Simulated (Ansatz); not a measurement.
`F[B]1O[SiH2][Zn]1`. The species carries charge 0 and has multiplicity 1.

```xyz
7

F     0.274   -1.245    2.426
B     0.480   -0.760    1.221
O    -0.477   -0.074    0.555
Si   -0.244    0.578   -1.029
Zn    1.824   -0.518   -0.411
H    -0.528    2.034   -0.901
H    -1.328   -0.015   -1.861
```

Question: What are the harmonic wavenumbers in cm⁻¹ at PBE0-D4/def2-TZVP (Ansatz, finite differences of forces, unscaled)? (Estimate.)

Answer: Ansatz gave: 133, 228, 264, 346, 361, 432, 447, 699, 721, 771, 947, 1121, 1420, 2193, 2208.

Question: Is this a minimum?

Answer: Yes, all 15 modes are real.

Question: Give the ideal-gas thermochemistry at 298.15 K and 1 bar (rigid rotor, harmonic oscillator; point group Cs, symmetry number 1).

Answer: Zero-point energy 73.5 kJ/mol; H(298) − E = 92.1 kJ/mol; entropy 334.6 J/(mol·K), of which translation 170.6, rotation 116.3, vibration 47.7; G(298) − E = -7.6 kJ/mol.

Question: Rotational constants (cm⁻¹)?

Answer: 0.1092, 0.07879, 0.04651.
